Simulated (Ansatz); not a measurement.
A structure relaxed at PBE0-D4/def2-TZVP, charge 0, multiplicity 1:

Cartesian coordinates in Å:
```
Si -1.436 1.600 0.146
Si -1.660 0.119 -1.655
Ge 0.011 -1.583 -1.535
Ge 0.552 -1.997 0.793
Ge 1.663 -0.020 1.674
Si 0.840 1.927 0.566
H -2.048 0.980 1.356
H -2.150 2.877 -0.133
H -1.513 0.871 -2.933
H -3.009 -0.512 -1.636
H -0.454 -2.864 -2.252
H 1.290 -1.085 -2.238
H -0.755 -2.233 1.575
H 1.439 -3.245 0.960
H 1.396 0.093 3.187
H 3.184 -0.153 1.467
H 1.094 3.143 1.388
H 1.555 2.083 -0.731
```

(1) Give its formula and SMILES.

(2) Point group (tolerance 0.08 Å, 0.16 Å for H)?

(3) Summarise the bond lengths by kind.

Results:

(1) Ge3H12Si3, `[SiH2]1[SiH2][GeH2][GeH2][GeH2][SiH2]1`.

(2) C1.

(3) 2 × Si–Si 2.338 to 2.343 Å; 6 × H–Si 1.489 to 1.491 Å; 2 × Ge–Si 2.386 to 2.388 Å; 2 × Ge–Ge 2.426 to 2.433 Å; 6 × Ge–H 1.540 to 1.542 Å.

Computed with Ansatz.
